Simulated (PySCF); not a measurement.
# Which method gave which barrier?

Saddle point of GeH$_{4}$SO, closed shell (GeH₄SO ([OH][GeH2][SH]) → GeH₂O ([O][GeH2]) + H₂S (still joined by a long Ge–S bond); bonds formed: S2–H4; bonds broken: O3–H4; bonds weakened to dative contacts: Ge1–S2), PBE0-D4/def2-TZVP structure:

Ge1  (-0.543, 0.300, 0.765)
S2  (1.183, 0.123, -1.135)
O3  (-1.625, -0.252, -0.379)
H4  (-0.165, -0.194, -1.406)
H5  (-0.404, 1.791, 1.141)
H6  (0.079, -0.614, 1.846)
H7  (1.475, -1.154, -0.832)
(Å)

Computed with PySCF 2.14 with density fitting (its default auxiliary sets; JK sets also for MP2 and CCSD(T)) (basis: def2-TZVPP, with def2-QZVPP for the basis limit); correlated methods freeze the cores. Filled d shells of the heavier atoms are correlated. The def2 sets are not built for correlating such inner shells, so the correlated values are less sure here. B3LYP uses VWN-RPA correlation. Extrapolation: Hartree–Fock as exp(−7.88 √X), correlation as X^−2.97. Four methods, as single points on the PBE0-D4 structures, gave these electronic barriers from the start structure: 2.192, 2.422, 2.743, 3.135 eV.

Question: The methods were, in alphabetical order, B3LYP-D4, BHLYP-D4, HF, PBE-D4. Which gave which? (A judgement: the text doesn't fix the answer.)

Answer: By the calculation: PBE-D4 2.192; B3LYP-D4 2.422; BHLYP-D4 2.743; HF 3.135 eV. For comparison, CCSD(T) at an estimated basis limit (MP2 extrapolated from triple and quadruple zeta, plus CCSD(T) − MP2 in triple zeta) gives 2.523 eV.

The T1 diagnostic stays at or below 0.020.

Labels in which every atom is bracketed show which atoms are joined, not bond orders.

For scale, one of the runs: CCSD(T)/def2-TZVPP, 177 basis functions, launched by `OMP_NUM_THREADS=4 python run.py`. The run took 6.2 min on 4 CPU threads of an Arm Neoverse V2 (shared host), with 1.9 GiB of host memory at its peak.
